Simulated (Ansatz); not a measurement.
Input for Ansatz (a program for electronic structure): U-CCSD(T)/cc-pVDZ on BrGeH (SMILES [GeH][Br]), a point of a bond scan (R = 4.329 Å). The run froze 28 orbitals, filled d shells among them.

Ansatz 0.2 input:
```yaml
crystal:
  periodic: [false, false, false]
  atoms:
    - {symbol: Ge, position_ang: [-0.68565162, -0.57867936, 0.82194038]}
    - {symbol: H, position_ang: [-3.48701286, -1.91397224, -2.19595233]}
    - {symbol: Br, position_ang: [0.67611556, 0.55974206, -0.74303699]}
basis:
  gaussian:
    orbitals: cc-pVDZ
correlation: {method: ccsd_t, electrons: outside_noble_gas}
scf: {omitted_lower_state_checks: [cluster_reference]}
magnetization: {spin_polarized: true, initial_magnetization: 0}
```

Problem. Give the final energy of this run.

Solution. -4648.4386 hartree (reference determinant -4648.2427, T1 diagnostic 0.018). Its determinant has ⟨S²⟩ = 1.01, a mixture of spin states.

Problem. How many basis functions does it have, and what does it roughly cost on one machine?

Solution. 59 functions; around 16 core-seconds (rough).
